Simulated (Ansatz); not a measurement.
`N#[C][SnH3]` + `CCO` → `CC[O][SnH3]` + `C#N` at 400 K and 1 bar (ligand exchange at the Sn–C bond).

Program: Ansatz. Geometries: PBE0-D4/def2-TZVP. ΔE: electronic, gas phase. CBS: MP2 limit from def2 TZ/QZ plus the TZ coupled-cluster correction, frozen cores. This one scheme is used for every species. Elements past krypton have def2 core potentials. For Sn outer-core shells are correlated without core-valence functions, which leaves a few kJ/mol of doubt a bond. Each species was taken in one conformer, which may not be the lowest.

```
      species  CCSD(T)/CBS energy (Eh)  H − E (kJ/mol)  S (J/(mol·K))
`N#[C][SnH3]`               -308.54194            97.3          314.7
        `CCO`               -154.88256           231.6          290.7
`CC[O][SnH3]`               -370.09955           269.3          391.1
        `C#N`                -93.32098            56.1          211.9
```

H − E and S are ideal-gas, rigid-rotor, harmonic terms from PBE0-D4/def2-TZVP, for one conformer and one mirror image of each species. 1 Eh = 2625.50 kJ/mol, R = 8.31446 J/(mol·K).

Q: By hand: ΔE, ΔH, ΔS and ΔG.

A: ΔE = (-370.09955) + (-93.32098) − (-308.54194) − (-154.88256) = 0.00397 Eh = 10.4 kJ/mol. Δ(H − E) = 269.3 + 56.1 − 97.3 − 231.6 = -3.5, so ΔH = 6.9 kJ/mol. ΔS = 391.1 + 211.9 − 314.7 − 290.7 = -2.4 J/(mol·K). ΔG = 6.9 − 400 × (-2.4)/1000 = 7.9 kJ/mol.

Q: By hand: the equilibrium constant, and the temperature at which ΔG would vanish if ΔH and ΔS stayed fixed.

A: log₁₀ K = −ΔG/(RT ln 10) = -1.0. ΔH and −TΔS have one sign here, so there is no such temperature.

The number of gas molecules stays the same, so ΔS is small and ΔH decides. A doubt of 5 kJ/mol in ΔE shifts log₁₀ K by 0.7 here. Other conformers and mirror images would add mixing entropy, several J/(mol·K) or more a flexible species. Modes under 60 cm⁻¹, often nearly free rotors, make the harmonic entropy too high. These are equilibria of isolated gas molecules and say nothing of rates. Largest T1 diagnostic: 0.014 (customary marks: 0.02 for closed shells, 0.045 for open ones).

ΔS is within the doubt of such terms, so its sign, and with it that verdict, could turn.
